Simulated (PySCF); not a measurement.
Magnetisability: SMILES N#C[SiH2]C1=COC(=O)C1, C5H5NO2Si

Molfile (atoms numbered from 1):
```
C5H5NO2Si
     RDKit          3D

 14 14  0  0  0  0  0  0  0  0999 V2000
   -3.3729    0.8770    1.7555 N   0  0  0  0  0  0  0  0  0  0  0  0
   -2.7451    0.3286    0.9706 C   0  0  0  0  0  0  0  0  0  0  0  0
   -1.7351   -0.5765   -0.3126 Si  0  0  0  0  0  4  0  0  0  0  0  0
    0.0287   -0.0234   -0.0258 C   0  0  0  0  0  0  0  0  0  0  0  0
    0.4938    0.8046    0.9126 C   0  0  0  0  0  0  0  0  0  0  0  0
    1.8443    1.0123    0.8599 O   0  0  0  0  0  0  0  0  0  0  0  0
    2.3574    0.2897   -0.1730 C   0  0  0  0  0  0  0  0  0  0  0  0
    3.5173    0.2827   -0.4531 O   0  0  0  0  0  0  0  0  0  0  0  0
    1.2106   -0.4521   -0.8421 C   0  0  0  0  0  0  0  0  0  0  0  0
   -1.8874   -2.0130   -0.0710 H   0  0  0  0  0  0  0  0  0  0  0  0
   -2.2119   -0.1651   -1.6350 H   0  0  0  0  0  0  0  0  0  0  0  0
   -0.0248    1.3271    1.6945 H   0  0  0  0  0  0  0  0  0  0  0  0
    1.3889   -1.5285   -0.8106 H   0  0  0  0  0  0  0  0  0  0  0  0
    1.1356   -0.1640   -1.8921 H   0  0  0  0  0  0  0  0  0  0  0  0
  1  2  3  0
  2  3  1  0
  3  4  1  0
  4  5  2  0
  5  6  1  0
  6  7  1  0
  7  8  2  0
  7  9  1  0
  9  4  1  0
  3 10  1  0
  3 11  1  0
  5 12  1  0
  9 13  1  0
  9 14  1  0
M  END
```

Level of theory: GIAO KT3/pcSseg-1 magnetisability, rotational g tensor and spin-rotation constants, non-relativistic, gas phase (PySCF). Geometry: GFN2-xTB.

Task: How diamagnetic is it, and how anisotropic?

Result: Isotropic -1110 × 10⁻³⁰ J/T², or -66.8 × 10⁻⁶ cm³/mol; principal values -1236, -1088, -1006 × 10⁻³⁰ J/T², anisotropy 202 × 10⁻³⁰ J/T² (root of half the summed squared differences of the principal values). The susceptibility is in cgs units.

Task: Split it along the inertial axes a, b, c into diamagnetic and paramagnetic parts about the centre of mass, with the quadrupole moment.

Result: 
| axis | χ (10⁻⁶ cm³/mol) | diamagnetic (10⁻⁶ cm³/mol) | paramagnetic (10⁻⁶ cm³/mol) | summed x² of all electrons (Å²) | quadrupole Θ (D Å) |
| --- | --- | --- | --- | --- | --- |
| a | -63.2 | -414.4 | 351.2 | 376.3 | -26.91 |
| b | -62.9 | -1666.4 | 1603.5 | 81.2 | +14.19 |
| c | -74.4 | -1940.9 | 1866.5 | 16.5 | +12.73 |

Anisotropies 2χaa − χbb − χcc = +11.0 and 2χbb − χaa − χcc = +11.7 × 10⁻⁶ cm³/mol. Θ is traceless in Buckingham's convention.

Task: And the rotational g tensor?

Result: 
| axis | rotational constant (GHz) | g | nuclear part | electronic part |
| --- | --- | --- | --- | --- |
| a | 3.9678 | -0.0695 | 0.5852 | -0.6547 |
| b | 0.7110 | -0.0206 | 0.5150 | -0.5356 |
| c | 0.6097 | -0.0141 | 0.5204 | -0.5346 |

Asymmetric top; isotopes 12C, 1H, 14N, 16O, 28Si; no vibrational averaging.
